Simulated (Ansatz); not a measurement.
Reactions of `F[Si](F)(F)[SnH3]`.

Calculated with Ansatz (gas phase, PBE0-D4/def2-TZVP geometries, no zero-point term in ΔE). CBS: MP2 limit from def2 TZ/QZ plus the TZ coupled-cluster correction, frozen cores. This one scheme is used for every species, atoms too. Open shells (•) are unrestricted, without spin–orbit coupling. Spin–orbit coupling would lower the free atoms: a little for F, Si; strongly for Sn. Elements past krypton have def2 core potentials. For Ge, Sn outer-core shells are correlated without core-valence functions, so the limit isn't a true one: a few kJ/mol of doubt a bond, and 10 to 20 or more in all where bonds break to atoms. Scalar relativity is left out up to krypton. One conformer a species, not always the lowest.

Problem. Order these by ΔE at CCSD(T)/CBS, lowest first. (Estimate.)
A. `F[Si](F)(F)[SnH3]` + `FC(F)(F)[O][GeH3]` → `FC(F)(F)[O][SnH3]` + `F[Si](F)(F)[GeH3]`
B. `F[Si](F)(F)[SnH3]` → `[F][Sn]([F])([F])[SiH3]`
C. `F[Si](F)(F)[SnH3]` → `F[Si](F)F`• + `[SnH3]`•
D. `F[Si](F)(F)[SnH3]` → 3 F• + 3 H• + Si• + Sn•
E. `F[Si](F)(F)[SnH3]` → `[F][SnH3]` + `F[Si]F`
F. `F[Si](F)(F)[SnH3]` + `N[SiH](O)O` → `O[SiH](O)N[Si](F)(F)F` + `[SnH4]`
G. `F[Si](F)(F)[SnH3]` + CH₃SH → `CS[Si](F)(F)F` + `[SnH4]`
H. `F[Si](F)(F)[SnH3]` + `CCC` → `CC[CH2][SnH3]` + `F[SiH](F)F`

Solution. F (-17.2 kcal/mol), G (-10.1 kcal/mol), A (-1.1 kcal/mol), H (+7.5 kcal/mol), B (+56.0 kcal/mol), E (+62.3 kcal/mol), C (+76.6 kcal/mol), D (+665.2 kcal/mol).

Largest T1 diagnostic: 0.015, for `F[Si]F`.
